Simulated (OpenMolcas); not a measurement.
## Co2+: moving or changing the point charges

Co2+ among 4 point charges of -2 e arranged as a tetrahedron (Td), 2.04 Å from the ion.
```
   1.1778    1.1778    1.1778  -2.00
   1.1778   -1.1778   -1.1778  -2.00
  -1.1778    1.1778   -1.1778  -2.00
  -1.1778   -1.1778    1.1778  -2.00
```

```yaml
Program: OpenMolcas 26.06
Method: CASSCF
Basis: ANO-RCC-VTZP [6s5p3d2f1g]
Scalar_Hamiltonian: DKH2, point nucleus
Active_space: 7 electrons in 5 orbitals (3d)
State_averaging: 2S+1 = 4 even, 10 roots; 2S+1 = 2 even, 40 roots
Spin-orbit_coupling: state interaction with AMFI integrals over the reference wave functions
```

Runs around this geometry, states (labels of Td). Energies in cm-1 above the lowest state or level, χT in cm3 K/mol.

```csv
R (Å),q (e),Ground state,First state of that spin,First gap with spin-orbit (degeneracies),χT at 300 K,First state of another spin
2.04,-1.3,4A2,4T2 1103,"925.8 (4, 4)",4.195,2E 19596
2.04,-2,4A2,4T2 1446,"1256 (4, 4)",3.824,2E 19797
2.21,-2,4A2,4T2 1086,"908.6 (4, 4)",4.216,2E 19577
```

Taking the first state of the same spin as R^-n, n = -ln(1086 / 1446) / ln(2.21 / 2.04) = 3.6 between the shortest and longest distance.

Scaling the charges by -1.3 / -2 = 0.65 scales the first state of the same spin by 1103 / 1446 = 0.76; with fixed orbitals a first-order splitting would follow the charge.

Without dynamic correlation the repulsion within the d shell is too large (B by tens of per cent), so at a given field states of lower spin stand too high. The ground term spreads over less than 5000 cm-1, several times less than with real ligands, so orbital moments are less quenched and χT lies further from the spin-only value than at real sites. Point charges carry no covalency, so the field is a model and not that of real ligands. No measured value stands beside these numbers.
